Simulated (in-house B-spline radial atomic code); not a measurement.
Computed with a B-spline radial atomic code. Model: two electrons, singlet ground state, non-relativistic, full CI in B-splines with partial waves to l = 8 (at full coupling up to 3e-4 hartree above the limit, correlation up to 0.6 % small), density held at that of full coupling by Lieb maximisation.

W(λ) is the mean repulsion in the state of coupling λ less the Hartree energy of the fixed density. Its start is exact exchange, its initial slope is twice the second-order Görling-Levy correlation energy, and its area from 0 to 1 is E_xc. A straight curve means weak, dynamic correlation, and a curve that drops fast and flattens means strong correlation.

Command:
```bash
python run_ac.py task.json out
```
Settings (lengths in bohr, energies in hartree):
```
potential              dot
strength               0.017
lmax                   8
second                 -0.5
```

Run time, properties included: 4.3 min on 1 thread of Intel(R) Xeon(R) Processor @ 2.30GHz, on a shared host.

**W = mean repulsion less Hartree energy, and W of three functionals.**

Given: confinement charge in harmonic well; well frequency 0.017 hartree; nuclear charge -0.5; external potential omega^2 r^2/2 - Z/r.

Computed: PBE exchange minus exact -2.0573 millihartree; SCAN exchange minus exact -3.1925 millihartree.

| coupling | W xc (hartree) | W xc minus exchange (millihartree) | kinetic minus Kohn-Sham (millihartree) | LDA (PW92) W minus its exchange (millihartree) | PBE W minus its exchange (millihartree) | SCAN W minus its exchange (millihartree) |
| --- | --- | --- | --- | --- | --- | --- |
| 0 | -0.058853 | 0 | 0 | 0 | 0 | 0 |
| 0.02 | -0.061641 | -2.788 | 0.03 | -5.79 | -2.84 | -1.71 |
| 0.05 | -0.064926 | -6.073 | 0.14 | -10.2 | -5.72 | -3.84 |
| 0.12 | -0.069809 | -10.956 | 0.54 | -16.2 | -10.16 | -7.55 |
| 0.25 | -0.074067 | -15.214 | 1.28 | -22.17 | -15 | -11.87 |
| 0.4 | -0.076277 | -17.424 | 1.98 | -26.05 | -18.31 | -14.81 |
| 0.6 | -0.077789 | -18.937 | 2.72 | -29.26 | -21.11 | -17.14 |
| 0.8 | -0.078674 | -19.822 | 3.34 | -31.4 | -23.01 | -18.57 |
| 1 | -0.079273 | -20.42 | 3.87 | -32.97 | -24.42 | -19.53 |
| 1.4 | -0.080057 | -21.204 | 4.8 | -35.18 | -26.42 | -20.72 |
| 2 | -0.080762 | -21.91 | 5.98 | -37.3 | -28.35 | -21.67 |
| 3 | ? | ? | ? | ? | ? | ? |
| 4.5 | ? | ? | ? | ? | ? | ? |
| 7 | -0.082577 | -23.724 | 12.89 | -42.99 | -33.6 | -23.31 |

Task: What belongs in the row 3?

Result: W xc (hartree): -0.081444; W xc minus exchange (millihartree): -22.591; kinetic minus Kohn-Sham (millihartree): 7.65; LDA (PW92) W minus its exchange (millihartree): -39.44; PBE W minus its exchange (millihartree): -30.31; SCAN W minus its exchange (millihartree): -22.43.

Task: What belongs in the row 4.5?

Result: W xc (hartree): -0.082028; W xc minus exchange (millihartree): -23.175; kinetic minus Kohn-Sham (millihartree): 9.8; LDA (PW92) W minus its exchange (millihartree): -41.28; PBE W minus its exchange (millihartree): -32.02; SCAN W minus its exchange (millihartree): -22.94.

Task: What is the LDA exchange minus exact?

Result: 5.4687 millihartree.

**Energy parts, natural occupations and partial-wave weights.**

Computed: total energy 0.2014 hartree; exchange energy -0.058853 hartree; correlation energy -0.016548 hartree; kinetic part of the DFT correlation energy 0.0038719 hartree; kinetic part over minus potential part 0.18961; Lieb Oxford ratio E_xc over LDA exchange 1.4124.

| natural | occupation of the shell (electrons) |
| --- | --- |
| s | 1.3232 |
| p | 0.657 |
| d | 0.017541 |
| s | ? |
| p | 0.00012868 |
| f | 6.2737e-07 |

Task: What belongs in the row s?

Result: occupation of the shell (electrons): 0.0021329.

```json
{"wave": "s", "weight": "0.66267"}
{"wave": "p", "weight": "?"}
{"wave": "d", "weight": "0.0087708"}
{"wave": "f", "weight": "3.2982e-07"}
{"wave": "g", "weight": "6.0545e-08"}
```

Task: What belongs in the row p?

Result: weight: 0.32856.

Task: What is the Hartree energy?

Result: 0.11771 hartree.

Task: What is the Kohn-Sham kinetic?

Result: 0.014909 hartree.

Half-way to full coupling W has made 89 % of its drop, against 50 % for a straight line, and second-order (GL2) theory, half the initial slope, overshoots the correlation energy by about 357 %: correlation is strong. Over couplings 0 to 1 the errors in E_xc come to about -3.5 millihartree for LDA, -3.6 millihartree for PBE, -1.1 millihartree for SCAN, so SCAN is nearest. In LDA and SCAN the errors of exchange and correlation have opposite signs, so the sum is smaller than the larger of the two.
